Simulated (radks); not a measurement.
Task: Coherent X-ray form factor from a spherical all-electron density. All-electron calculation, Dirac Kohn-Sham, BLYP, spin-unpolarised, spherical densities, finite nucleus; Fermi nuclear charge, rms radius of each element as measured or else 0.836 A^(1/3) + 0.57 fm. Program: a radial shooting solver on a logarithmic mesh with Libxc functionals.

sin(theta)/lambda (1/angstrom)  f0 (electrons)
0.05                                    77.315
0.1                                     75.366
0.15                                    72.431
0.2                                     68.869
0.25                                    65.030
0.3                                     61.188
0.4                                     54.123
0.5                                     48.222
0.6                                     43.368
0.8                                     35.722
1                                       29.690
1.25                                    23.814
1.5                                     19.680
2                                       15.141

The species is in the configuration that NIST lists as its ground one. Which atom or ion scatters so?

Result: The thallium ion Tl3+, [Xe] 4f14 5d10. Extrapolating in s^2 from the first two rows gives f0(0) = 78.0, near the electron count 78; among species with that count, the fall with angle is slower the higher Z, and the table is that of Z = 81; from so few rows the species is fixed only to a neighbour or two.
